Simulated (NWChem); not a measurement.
# CH₆O₂Si₂; SMILES C1O[SiH2]O[SiH2]1

```xyz
11

C     -1.4356     0.5626     0.0000
O     -1.1840    -0.8612     0.0000
Si     0.4059    -1.3645     0.0000
O      1.2543     0.0759     0.0000
Si     0.2827     1.4403     0.0000
H     -2.0372     0.8093     0.8834
H     -2.0372     0.8093    -0.8834
H      0.7202    -2.1576     1.2140
H      0.7202    -2.1576    -1.2140
H      0.5224     2.2705    -1.2094
H      0.5224     2.2705     1.2094
```
Atoms are numbered in this order, from 1.

Results from NWChem. Medium grid unless said otherwise, to which SCAN and Minnesota functionals are sensitive. The geometry was optimised at B3LYP/6-31G* (spherical d). B3LYP is NWChem's, with the RPA form of VWN correlation. Total energies of different functionals are on different scales.

```json
[
 {"level": "B3LYP/def2-SVP", "energy (Ha)": "-770.9564", "highest occupied level (eV)": "-7.80", "orbital gap (eV)": "7.99", "dipole (D)": "1.31"},
 {"level": "PBE/def2-SVP", "energy (Ha)": "-770.3921", "highest occupied level (eV)": "-6.50", "orbital gap (eV)": "5.95", "dipole (D)": "1.22"},
 {"level": "M06/def2-SVP", "energy (Ha)": "-770.7977", "highest occupied level (eV)": "[?]", "orbital gap (eV)": "8.59", "dipole (D)": "1.33"},
 {"level": "OLYP/def2-SVP", "energy (Ha)": "-770.8345", "highest occupied level (eV)": "-6.41", "orbital gap (eV)": "6.14", "dipole (D)": "1.20"},
 {"level": "B97-2/def2-SVP", "energy (Ha)": "-770.8722", "highest occupied level (eV)": "-7.82", "orbital gap (eV)": "8.20", "dipole (D)": "1.32"},
 {"level": "BP86/def2-SVP", "energy (Ha)": "-770.9634", "highest occupied level (eV)": "-6.62", "orbital gap (eV)": "6.00", "dipole (D)": "1.25"},
 {"level": "LDA (Slater exchange, PW92)/def2-SVP", "energy (Ha)": "-767.1264", "highest occupied level (eV)": "-6.57", "orbital gap (eV)": "5.76", "dipole (D)": "1.28"},
 {"level": "KT2/def2-SVP", "energy (Ha)": "-778.8054", "highest occupied level (eV)": "-6.62", "orbital gap (eV)": "5.90", "dipole (D)": "1.20"},
 {"level": "PW6B95/def2-SVP", "energy (Ha)": "-771.6529", "highest occupied level (eV)": "-8.20", "orbital gap (eV)": "8.58", "dipole (D)": "1.33"}
]
```

**Question.** Fill in the missing entries.

**Answer.** 
- M06/def2-SVP, highest occupied level (eV): -8.11
